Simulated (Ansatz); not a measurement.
Cl5Ta, charge +1, doublet, at a GFN2-xTB geometry (such geometries of metal compounds can be far from the true shape) (the multiplicity is a formal guess) (core potentials on Ta), with bond 5-1 at 1.8 times its length.

Input for Ansatz (a program for electronic structure):
Ansatz 0.2 input:
```yaml
crystal:
  periodic: [false, false, false]
  atoms:
    - {symbol: Ta, position_ang: [-0.14669196, 0.07679948, -0.00835459]}
    - {symbol: Cl, position_ang: [1.88890779, -0.82626700, 1.17151376]}
    - {symbol: Cl, position_ang: [-1.41439226, 0.47835746, -1.79518920]}
    - {symbol: Cl, position_ang: [0.20010152, 2.10149858, 0.79043870]}
    - {symbol: Cl, position_ang: [2.73732587, -1.84385931, -2.53082988]}
    - {symbol: Cl, position_ang: [-1.50024469, -1.09314185, 1.27884206]}
basis:
  gaussian:
    orbitals: def2-SVP
hamiltonian:
  xc: hf
total_charge: 1
magnetization: {spin_polarized: true, initial_magnetization: 1}
```

Problem. Estimate the total energy that Ansatz with HF/def2-SVP returns for this input.

Solution. -2353.0379 Eh

Problem. Estimate the <S^2> that HF/def2-SVP returns for this input.

Solution. 0.756

Problem. Predict the number of basis functions from HF/def2-SVP.

Solution. 122

Problem. Roughly what does it cost on one core?

Solution. around 100 core-seconds (rough).
